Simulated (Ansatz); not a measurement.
Energy needed to pull apart InH5S (SMILES [SH2+][InH3-]), closed shell, into free ground-state atoms, from the structure below (displaced at random from a GFN2-xTB minimum); no zero-point or spin–orbit terms; open-shell atoms are treated unrestricted, in their ground-state multiplicity.

S1  (-0.735, -1.496, -0.123)
In2  (0.197, 1.105, -0.236)
H3  (-0.727, -1.449, 1.227)
H4  (0.528, -1.969, -0.199)
H5  (-0.903, 1.769, -1.352)
H6  (-0.027, 1.355, 1.405)
H7  (1.748, 0.635, -0.770)
(Å)

Computed with Ansatz 0.2.0 (basis: def2-TZVPP); correlated methods freeze the cores. Filled d shells of the heavier atoms are correlated. Core potentials replace the inner electrons of the atoms past krypton. The def2 sets are not built for correlating such inner shells, so the correlated values are less sure here. B3LYP uses VWN-RPA correlation.

```tsv
method	atomization energy (eV)
PBE-D4	?
r2SCAN-D4	15.88
PBE0-D4	15.55
B3LYP-D4	15.74
wB97X-V	16.10
wB97M-V	16.07
HF	11.25
MP2	15.15
CCSD	?
CCSD(T)	15.65
```

Question: What does PBE-D4 give? (An estimate is asked for; the value comes from the calculation.)

Answer: By the calculation: 15.57 eV, which is about 0.08 eV less than CCSD(T)/def2-TZVPP.

Question: What does CCSD give? (Judge from chemistry; the value comes from the calculation.)

Answer: Computed: 15.50 eV, which is about 0.16 eV less than CCSD(T)/def2-TZVPP.

In triple zeta the MP2 and coupled-cluster atomization energies are still short of their basis limit by a few kcal/mol a bond, whereas those of the functionals are nearly converged, so these differences are not deviations from converged CCSD(T).

No T1 diagnostic of these runs exceeds 0.014.

For scale, one of the runs: CCSD(T)/def2-TZVPP forces, 162 basis functions (an equivalent command: `ansatz run in.yaml --threads 4`). Hardware: 4 CPU threads, shared host. Wall time 89 s; peak host memory 2.4 GiB.
